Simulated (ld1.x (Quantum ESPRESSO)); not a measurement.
**What one change does to a pseudopotential (caesium (Cs), TM)**

```
Element                 : caesium
Generator               : ld1.x (Quantum ESPRESSO) 7.5
Type                    : norm-conserving Troullier–Martins (Kleinman–Bylander form)
Functional              : PBE
Relativity              : scalar-relativistic
Frozen core             : [Kr] 4d10 5s2
Valence charge          : 7
Reference configuration : 5p6 5d1 6s0 6p0
Partial waves           : 6s (bound, empty): rc 3.05 bohr; 5p (bound): rc 3.50 bohr; 5d (bound): rc 4.10 bohr
Local potential         : the d channel
Core correction         : a·sin(br)/r model core inside 1.40 bohr
```

All-electron outer shells of the reference configuration (PBE, scalar-relativistic, ld1.x):

```tsv
shell	level (eV)	outermost node (bohr)	outermost maximum (bohr)
4d	-74.42	0.33	0.72
5s	-26.87	0.82	1.54
5p	-13.69	0.89	1.79
6s	-2.22	2.11	4.68
6p	-0.94	2.61	7.34
5d	-0.58	1.06	3.46
```

Change: wave 5p (bound): rc 3.50 bohr becomes 5p (bound): rc 4.22 bohr.

Cutoffs: the cutoffs (Ry, on a coarse ladder) from which the occupation-weighted sum of valence levels, in a spherical-Bessel basis at the reference potential, stays within 10 and 1 mRy of its value at 400 Ry; they do not see the model core or the augmentation charge, which bear on the density cutoff. Errors are all-electron minus pseudo energies relative to the spin-unpolarised reference configuration.

**Question.** How do hardness, ghosts and transferability respond?

**Answer.** Both files are so soft that the ladder of cutoffs tells neither apart; both files keep a bound ghost (s); of the 6 tests that both files solve, the error grows in 0 and shrinks in 1 by more than 15 % and 0.3 meV (median size 7.1 → 6.6 meV).

```tsv
quantity	base	changed
cutoff, loose	8 Ry	8 Ry
cutoff, tight	10 Ry	10 Ry
loose cutoff by channel (10 mRy a level)	p 8 Ry, d 6 Ry	p 6 Ry, d 6 Ry
bound ghosts	s	s
error for 5p6 5d0 6s1 6p0, meV [ΔE -1.67 eV]	-2.4	-2.5
error for 5p6 5d0 6s0 6p0, meV [ΔE 2.19 eV]	+11	+11
error for 5p6 5d0 6s0.5 6p0, meV [ΔE -0.20 eV]	+3.0	+2.9
error for 5p6 5d0.5 6s0.5 6p0, meV [ΔE -0.83 eV]	-0.7	-0.7
error for 5p6 5d0 6s0 6p1, meV [ΔE -0.30 eV]	+14	+10
error for 5p5 5d0 6s1 6p0, meV [ΔE 16.19 eV]	-209	-198
```

 A true bound ghost makes a file unfit for plane-wave use even where its test errors are small: the radial tests pick states by their node count and pass the ghost by.
